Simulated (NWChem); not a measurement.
CH2NO cation; SMILES [NH2+]=C=O

Computed with NWChem. Coordinates come from a PBE0/def2-SVP optimisation. Core excitations by TDA in a window of 1s orbitals, non-relativistic and unshifted: absolute energies depend strongly on the exact-exchange share.

**Question.** Predict the results for N K edge, PBE0/def2-TZVP. Quantities: first 1s excitation (eV); dipole oscillator strength of the first; first state with f > 0.002 (eV); dipole oscillator strength of that state.

**Answer.** The first 1s excitation (eV) comes out as 390.3 and the dipole oscillator strength of the first is 0.0000. The first state with f > 0.002 (eV) comes out as 391.8 and the dipole oscillator strength of that state comes out as 0.0244.
